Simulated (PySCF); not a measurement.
# SMILES CC(C)=C=C(C)C=O, C₇H₁₀O

Cartesian coordinates in Å; atom numbers follow the order of the lines, from 1:
```xyz
18

C    -1.688    1.316   -1.231
C    -1.397    0.112   -0.376
C    -2.577   -0.657    0.154
C    -0.166   -0.257   -0.111
C     1.074   -0.608    0.184
C     1.920   -1.553   -0.619
C     1.683   -0.026    1.402
O     2.805   -0.273    1.768
H    -2.303    2.041   -0.672
H    -2.266    1.020   -2.122
H    -0.770    1.818   -1.561
H    -3.222    0.003    0.758
H    -3.191   -1.035   -0.679
H    -2.269   -1.508    0.775
H     2.843   -1.049   -0.947
H     1.382   -1.929   -1.498
H     2.234   -2.403    0.006
H     1.017    0.672    1.970
```

Method used: quadratic response CAM-B3LYP/aug-cc-pVDZ first hyperpolarisability, Taylor convention, gas phase (PySCF). Geometry: PBE0-D3(BJ)/def2-SVP.

Question: Give the tensor of the static β(0;0,0) in the axes of these coordinates.

Answer: In au, Taylor convention; rows are the first index (the induced dipole):
```tsv
	xx	yy	zz	xy	xz	yz
x	+65.4	+30.1	-30.1	-49.0	-43.3	-6.2
y	-49.0	-15.1	-21.8	+30.1	-6.2	-4.3
z	-43.3	-4.3	-32.9	-6.2	-30.1	-21.8
```
Norm of βᵢ = ⅓ Σⱼ (βᵢⱼⱼ + βⱼᵢⱼ + βⱼⱼᵢ): 134.7 au, hyper-Rayleigh value 61.8 au.
